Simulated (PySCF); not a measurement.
A calculated (PBE0, PySCF 2.14, def2-QZVPPD, the non-relativistic Hamiltonian (point nucleus)) atom or ion has these occupied shells.

```
shell  electrons  orbital energy (eV)  rms radius, mean of both spins (bohr)
 1s β          1              -3537.9                                 0.0945
 1s α          1              -3537.9                                 0.0945
 2s α          1              -361.84                                  0.423
 2s β          1              -361.84                                  0.423
 2p β          3              -288.75                                  0.390
 2p α          3              -288.75                                  0.390
 3s α          1              -38.316                                   1.37
 3s β          1              -38.231                                   1.37
 3p α          3              -20.783                                   1.56
 3p β          3              -20.662                                   1.56
 3d α          1               -0.073                                   5.24
```

**Question.** Name the element and its charge.

**Answer.** K (potassium, neutral), in [Ar] 3d1, 2D determinant (an excited configuration).
